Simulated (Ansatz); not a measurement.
A series at In: from `[SH][In]([SH])[SH]`, ligands are replaced one by one, each step taking up H₂ and setting free H₂S; n counts the steps. Ansatz, PBE0-D4/def2-TZVP geometries. Each molecule was computed in one conformer, which needn't be the lowest.

CBS adds triple-zeta CCSD(T) − MP2 to the MP2 limit, frozen cores; atoms without spin–orbit coupling. Elements past krypton have def2 core potentials. Outer-core shells of In are correlated without core-valence functions. Spin–orbit coupling is left out.

```tsv
n	molecule	atomization energy, CCSD(T)/CBS (kJ/mol)
0	`[SH][In]([SH])[SH]`	1902.6
1	`[SH][InH][SH]`	1522.5
2	`[SH][InH2]`	1135.0
3	`[InH3]`	?
```

Question: By hand: fit a straight line y = ȳ + b (n − n̄) to the 3 given rows and predict n = 3.

Answer: n̄ = 1.000, ȳ = 1520.03; Σ(n − n̄)(y − ȳ) = -767.60, Σ(n − n̄)² = 2.000, so b = -383.80 kJ/mol a step. Prediction: 1520.03 + (-383.80) × (2.000) = 752.4 kJ/mol.

Question: By hand: compare with the computed value, 736.1 kJ/mol, and give the steps along the whole series.

Answer: The line misses by -16.3 kJ/mol (computed minus predicted). Steps: -380.1, -387.5, -398.9 kJ/mol.

The steps differ by up to 18.8 kJ/mol, small against a whole step but well beyond the method's doubt, so the ligands' effects don't simply add. The miss is 1.4 % of the series' range. The energies themselves are unsure by some kJ/mol a bond, though much of that is common to the series.
